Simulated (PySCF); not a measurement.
Coordinates in bohr (charge 1 multiplicity 1):
```
Ge    0.0000    0.0000    0.0000
F     3.1156    0.0000    0.0000
F    -1.5578    2.6982    0.0000
F    -1.5578   -2.6982    0.0000
```

Level of theory: PBE0/[Ge def2-TZVP, F def2-TZVP], no relativity, density fitting, PySCF.

This geometry of GeF₃⁺ is a stationary point at this level.

Task: What is the point group?

Result: D3h.

Task: Is it a minimum?

Result: Yes: all harmonic wavenumbers are real.

Task: Which band is strongest in the infrared?

Result: 900 cm⁻¹ (e'), 156 km/mol.

Task: What are the dipole moment and the gap between the highest occupied and lowest empty levels?

Result: 0.00 D about the centre of mass and 9.20 eV.

Task: Give the ideal-gas entropy at 298.15 K and 1 bar by parts.

Result: translation 169.6, rotation 90.8, vibration 27.4, spin 0.0; total 287.8 J/(mol K).

This need not be the most stable arrangement of these atoms.
